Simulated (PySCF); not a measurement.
**C₆ coefficients of unlike pairs at TPSS**

Calculated with PySCF 2.14 from the dipole response of each species, C₆(A,B) = (3/π) ∫ α_A(iu) α_B(iu) du, in atomic units, from isotropic polarisabilities. For ions this is the dispersion term alone; charge-induced terms of lower order in 1/R come first.

```json
{"species": "Ta+", "configuration": "[Xe] 4f14 5d3 6s1 (5F)", "basis": "def2-TZVPPD with the def2 core potential (60 electrons) (6s5p3d2f1g)", "relativity": "core potential", "α (bohr³)": "41.01", "C₆ (like pair)": "349.5"}
{"species": "P(2+)", "configuration": "[Ne] 3s2 3p1 (2P)", "basis": "aug-cc-pV(Q+d)Z (7s6p5d3f2g)", "relativity": "none", "α (bohr³)": "9.367", "C₆ (like pair)": "34.31"}
{"species": "K", "configuration": "[Ar] 4s1 (2S)", "basis": "x2c-TZVPPall with one added diffuse shell each of s, p, d type (7s5p4d)", "relativity": "spin-free X2C", "α (bohr³)": "372.2", "C₆ (like pair)": "5609"}
{"species": "As", "configuration": "[Ar] 3d10 4s2 4p3 (4S)", "basis": "aug-cc-pVTZ-DK (7s6p4d2f)", "relativity": "spin-free X2C", "α (bohr³)": "31.98", "C₆ (like pair)": "273.8"}
```

**Question.** Estimate C₆ for As with K.

**Answer.** The integral gives 870.5. The combination rule 2 C_A C_B / (C_A α_B/α_A + C_B α_A/α_B) gives 837.1 and the geometric mean 1239.

No spin-orbit coupling is included.

The other pairs:

```
      pair     C₆
   As, Ta+  307.5
P(2+), Ta+  106.6
  K, P(2+)  272.0
 As, P(2+)  95.64
    K, Ta+   1057
```
